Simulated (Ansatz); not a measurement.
The same substitution along the group Li, Na, K.

Gas-phase electronic energies from Ansatz, PBE0-D4/def2-TZVP geometries. CBS: MP2 limit from def2 TZ/QZ plus the TZ coupled-cluster correction, frozen cores. This one scheme is used for every species. Double bonds are as drawn, so ΔE can hold a change between cis and trans. Functionals use def2-TZVPP. For K, Li, Na outer-core shells are correlated without core-valence functions, which leaves a few kJ/mol of doubt a bond. Scalar relativity is left out up to krypton. Each species was taken in one conformer, which may not be the lowest.

```
                                      reaction  ωB97M-V (kcal/mol)  CCSD(T)/CBS(def2) (kcal/mol)
`[Li][S]C` + `N=CCl` → `C/N=C/Cl` + `[Li][SH]`                -5.2                          -5.1
`C[S][Na]` + `N=CCl` → `C/N=C/Cl` + `[Na][SH]`                -5.5                          -5.4
  `C[S][K]` + `N=CCl` → `C/N=C/Cl` + `[SH][K]`                -5.7                          -5.6
```

Largest T1 diagnostic: 0.012, for `N=CCl`.
